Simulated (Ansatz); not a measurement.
Gas-phase electronic energies from Ansatz, PBE0-D4/def2-TZVP geometries. CCSD(T)/CBS is the MP2 limit (def2-TZVPP, def2-QZVPP) plus CCSD(T) − MP2 in def2-TZVPP, frozen cores. DFT in def2-TZVPP. B3LYP here is the variant with VWN-RPA as its local correlation; programs differ in this. Elements past krypton have def2 core potentials. For W outer-core shells are correlated without core-valence functions, which leaves a few kJ/mol of doubt a bond. Each species was taken in one conformer, which may not be the lowest.

Consider the redistribution: `[OH][W]([OH])([Cl])([Cl])([Cl])[Cl]` + `OC[SiH2]Cl` → `[OH][W]([Cl])([Cl])([Cl])([Cl])[Cl]` + `OC[SiH2]O`.

`[OH][W]([OH])([Cl])([Cl])([Cl])[Cl]`:

Cartesian coordinates in Å:
```
O -1.637 -0.712 -0.369
W 0.116 -0.277 0.003
O 1.653 0.672 0.370
Cl -0.806 1.926 -0.021
Cl -0.295 -0.509 2.266
Cl 0.996 -2.381 0.025
Cl 0.586 -0.188 -2.259
H -2.410 -0.151 -0.480
H 1.796 1.619 0.465
```

`OC[SiH2]Cl`:

Cartesian coordinates in Å:
```
O 1.354 1.065 0.297
C 0.561 0.354 -0.636
Si -0.654 -0.809 0.209
Cl -1.713 0.351 1.553
H 0.766 1.515 0.912
H 1.247 -0.236 -1.252
H 0.026 1.028 -1.320
H -1.618 -1.403 -0.750
H 0.033 -1.865 0.987
```

`[OH][W]([Cl])([Cl])([Cl])([Cl])[Cl]`:

```xyz
8

O     1.560    0.310    0.156
W    -0.268    0.034    0.100
Cl    0.227   -1.206   -1.812
Cl   -0.627    1.270    1.980
Cl   -2.458   -0.509   -0.276
Cl   -0.598    1.934   -1.151
Cl   -0.105   -1.839    1.423
H     2.270    0.007   -0.419
```

`OC[SiH2]O`:

```xyz
10

O    -0.925    0.257   -1.597
C     0.194    0.704   -0.842
Si    0.069    0.100    0.935
O    -0.305   -1.515    0.880
H    -1.074   -0.671   -1.388
H     0.190    1.798   -0.879
H     1.141    0.382   -1.303
H     1.347    0.326    1.668
H    -1.059    0.759    1.635
H     0.421   -2.139    0.890
```

```csv
level,ΔE (kJ/mol),difference from CCSD(T)/CBS
PBE-D4,30.1,-1.3
BLYP-D4,26.6,-4.8
PBE0-D4,33.1,1.7
r2SCANh-D4,33.2,1.8
BHLYP-D4,32.2,0.8
ωB97M-V,38.1,6.7
PBE,31.8,0.4
r2SCAN,32.7,1.3
PBE0,34.6,3.2
B3LYP,32.4,1.0
RPA@PBE/def2-TZVPP,26.8,-4.6
HF/def2-SVP,62.8,31.4
MP2/def2-SVP,39.4,8.0
CCSD/def2-TZVPP,37.7,6.3
MP2/def2-QZVPP,18.2,-13.2
HF/CBS(def2),42.7,11.3
CCSD(T)/CBS,31.4,0
```

Largest T1 diagnostic among the species: 0.023, so the coupled-cluster value is less sure than usual.

In def2-TZVPP, CCSD(T) changes the Hartree–Fock value by −12.3 kJ/mol (the triples alone add −5.2 kJ/mol) and MP2 by −25.3 kJ/mol. At CCSD(T), def2-SVP lies +17.9 kJ/mol from the extrapolated value and def2-TZVPP +1.2 kJ/mol.
